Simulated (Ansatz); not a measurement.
Name a neutral molecule of Al, C, Cl and H with LUMO energy (PBE0/def2-TZVPP) between -1.00 and -0.70 eV and HOMO energy (PBE0/def2-TZVPP) between -6.60 and -6.30 eV (Ansatz, PBE0-D4/def2-TZVP geometry).

`Cl[CH2][Al]1[CH]=[CH]1` (-0.82 eV, -6.43 eV). Other molecules can fit too; these were computed, each in one conformer that needn't be the lowest.
